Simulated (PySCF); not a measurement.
Gas-phase XPS of `[SiH3][SiH2][SiH2][SiH2][SiH3]`, computed

Compound: Si5H12.
Z-matrix (Å and degrees, PBE0-D3(BJ)/def2-SVP geometry), rows numbered from 1:
```
Si
Si  1  2.3450
Si  2  2.3492  1  108.82
Si  3  2.3452  2  108.31  1    87.48
Si  4  2.3459  3  110.83  2   -48.99
H   1  1.4942  2  110.86  3   -58.03
H   1  1.4952  2  111.40  3  -179.32
H   1  1.4956  2  108.46  3    60.89
H   2  1.4972  1  108.42  3  -120.61
H   2  1.4972  1  110.71  3   120.37
H   3  1.4974  2  109.14  1   -32.28
H   3  1.4971  2  110.98  1  -151.87
H   4  1.4978  3  108.03  2    69.69
H   4  1.4972  3  110.98  2  -171.38
H   5  1.4956  4  109.42  3    65.20
H   5  1.4951  4  110.59  3  -175.04
H   5  1.4947  4  110.46  3   -54.52
```

Theory: delta-SCF UKS SCAN, pcX-2 on the ionised atom, pcseg-1 elsewhere, spin-free X2C (PySCF 2.14.0). Vertical ΔSCF values, vacuum level as zero.

Question: Give the core binding energies atom by atom.

Answer: 
```csv
atom(s),bonded to,level,binding energy (eV),2p1/2 (eV),above the level's lowest (eV),count
Si1/Si5,3 H and Si,Si 1s,1846.14,–,+0.37,2
Si2/Si4,2 H and 2 Si,Si 1s,1845.82,–,+0.05,2
Si3,2 H and 2 Si,Si 1s,1845.77,–,0.00,1
Si1/Si5,3 H and Si,Si 2p3/2,106.45,107.07,+0.35,2
Si2/Si4,2 H and 2 Si,Si 2p3/2,106.14,106.76,+0.04,2
Si3,2 H and 2 Si,Si 2p3/2,106.10,106.72,0.00,1
```

Lowest listed Si 1s: Si3, bonded to 2 H and 2 Si. Highest, 0.37 eV above it: Si1/Si5, bonded to 3 H and Si. Summing the Pauling electronegativity differences to the bonded atoms, each weighted by its formal bond order, gives +0.60 for the lowest site and +0.90 for the highest; no listed site has a larger sum than the highest. The values 1845.77 and 1845.82 eV lie too close for their order to be trusted.

The listed Si 2p3/2 values span 0.35 eV, from Si3 (bonded to 2 H and 2 Si) to Si1/Si5 (bonded to 3 H and Si). Summing the Pauling electronegativity differences to the bonded atoms, each weighted by its formal bond order, gives +0.60 for the lowest site and +0.90 for the highest; no listed site has a larger sum than the highest. The values 106.10 and 106.14 eV lie too close for their order to be trusted.

Question: What is the longest wavelength that can ionise Si 1s of Si2/Si4 vertically?

Answer: λ = hc/E = 12398.42 eV Å / 1845.82 eV = 6.717 Å.

Question: Give the binding energy of Si 1s of Si2/Si4 in hartree and in kJ/mol.

Answer: 1845.82 eV = 67.8326 Eh = 178095 kJ/mol.

Topologically equivalent atoms share the value of their first member; where this conformer doesn't relate them by symmetry, their own values could differ. 2p3/2 and 2p1/2 are the ΔSCF energy of one spin-free 2p hole plus the eigenvalues of a spin–orbit and ligand-field matrix of the shell. 2p1/2 minus 2p3/2 (ligand field included): Si 0.62 eV. Geometry: PBE0-D3(BJ)/def2-SVP, one conformer, isolated molecule.
